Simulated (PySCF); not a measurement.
C5H9N, SMILES C(=C(C)C)=CN.

The structure is a stationary point at ωB97X-D3(BJ)/def2-SVP. The structure was generated by enumeration, and PubChem lists no compound with its InChIKey, so it may never have been made. Other conformers were not sampled.

Vertical ionisation energy (IE) and electron affinity (EA) in eV. Rows of orbital energies are one-electron estimates. Where ΔSCF, EOM or ADC give a negative EA the extra electron is unbound and the value depends on the basis.

```csv
level,IE,EA
"−ε(HOMO), −ε(LUMO), M06-2X/def2-TZVP (PySCF)",7.07,-1.14
"−ε(HOMO), −ε(LUMO), PBE/def2-TZVP (PySCF)",…,…
```

Problem. Some entries are withheld; supply them. (Estimate from the structure and the level; the computed values follow.)

Solution. 
- −ε(HOMO), −ε(LUMO), PBE/def2-TZVP (PySCF), IE: 4.67
- −ε(HOMO), −ε(LUMO), PBE/def2-TZVP (PySCF), EA: 0.56
